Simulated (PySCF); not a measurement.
PbCl2, SMILES [Cl][Pb][Cl] (connectivity only; charge and spin as stated), neutral, multiplicity 1. Atoms are numbered in the order given.

```xyz
3

Pb     0.0000     0.0000     0.4696
Cl     0.0000    -1.8965    -1.1325
Cl     0.0000     1.8965    -1.1325
```

The structure is a stationary point at B3LYP-D3(BJ)/def2-TZVP. The isomer is the one that the SMILES or the coordinates give; other isomers of the formula were not compared. The def2 effective core potentials stand for the cores of Pb; spin–orbit coupling is left out.

Level of theory: B3LYP-D3(BJ)/def2-TZVP (PySCF).

Frequencies are harmonic and unscaled.

| mode | ν (cm⁻¹) | IR (km/mol) | Raman (Å⁴/amu) | depolarisation | moving atoms (share of kinetic energy) |
|---|---|---|---|---|---|
| 1 | 96 | 2.5 | 5.1 | 0.70 | Cl 88 %, Pb 12 % |
| 2 | 296 | 83.5 | 7.6 | 0.75 | Cl 83 %, Pb 17 % |
| 3 | 314 | 36.2 | 14.3 | 0.13 | Cl 86 %, Pb 14 % |
